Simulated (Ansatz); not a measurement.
Basis sets compared for `CCC(CC(CC(CC(C)OC)OC)OC)OC`. Total charge 0; singlet. Geometry PBE-D4/def2-SVP. Ansatz on 2 threads of AMD EPYC 7R13 on a shared host and a share (18 GiB) of an NVIDIA H100 80GB HBM3; times are rough, and most runs start from earlier orbitals.

Cartesian coordinates in Å:
```
C -3.7001 -2.1999 1.9506
C -2.2766 -2.7271 1.7791
C -1.2665 -1.6614 1.3343
C 0.1432 -2.2409 1.1723
C 1.2296 -1.2195 0.8055
C 1.0602 -0.6081 -0.5911
C 1.5345 0.8406 -0.6823
C 1.3627 1.4475 -2.0844
C -0.0716 1.4436 -2.6185
C -0.1872 2.2064 -3.9401
O -0.9019 2.0040 -1.5967
C -2.2813 1.7879 -1.7734
O 2.9007 0.8788 -0.2719
C 3.3452 2.1384 0.1677
O 2.5064 -1.8577 0.8595
C 3.2328 -1.5962 2.0327
O -1.2250 -0.6009 2.2996
C -1.7041 0.6450 1.8441
H -4.3922 -2.9993 2.2828
H -3.7272 -1.3938 2.7107
H -4.1002 -1.7853 1.0011
H -1.9162 -3.1580 2.7387
H -2.2559 -3.5565 1.0390
H -1.6080 -1.2456 0.3547
H 0.4360 -2.7170 2.1329
H 0.1286 -3.0475 0.4081
H 1.1849 -0.4026 1.5624
H 1.6256 -1.2406 -1.3082
H -0.0054 -0.6381 -0.8950
H 0.9256 1.4495 0.0305
H 1.7237 2.4983 -2.0707
H 2.0127 0.8933 -2.7940
H -0.3934 0.3848 -2.7925
H 0.0911 3.2703 -3.7946
H -1.2141 2.1691 -4.3546
H 0.4921 1.7696 -4.6991
H -2.7963 2.1693 -0.8696
H -2.6995 2.3207 -2.6600
H -2.5237 0.7013 -1.8829
H 4.3826 2.0137 0.5368
H 3.3593 2.9104 -0.6396
H 2.7171 2.5368 1.0028
H 4.1864 -2.1580 1.9664
H 2.7016 -1.9284 2.9602
H 3.4717 -0.5101 2.1401
H -1.1499 1.0216 0.9515
H -1.5672 1.3719 2.6700
H -2.7905 0.6195 1.5853
```

Single mean-field runs in def2-SVP, def2-TZVP are fitted with def2-universal-jkfit.

Binding counts from free atoms (C triplet, O triplet, H doublet) in the same basis, without a counterpoise term.

```tsv
level	functions	energy (Eh)	HOMO (eV)	LUMO (eV)	binding per atom (eV)	wall time
PBE-D4/def2-SVP	402	-850.7260	-5.04	0.37	4.30	3.2 s
PBE0-D4/def2-SVP	402	-850.8273	-6.62	1.21	4.23	3.1 s
```

Q: Estimate the rows for PBE-D4/def2-TZVP, PBE0-D4/def2-TZVP.

A: 
| level | functions | energy (Eh) | HOMO (eV) | LUMO (eV) | binding per atom (eV) | wall time |
| --- | --- | --- | --- | --- | --- | --- |
| PBE-D4/def2-TZVP | 738 | -851.6677 | -5.24 | -0.02 | 4.25 | 4.6 s |
| PBE0-D4/def2-TZVP | 738 | -851.7543 | -6.75 | 0.77 | 4.18 | 3.9 s |
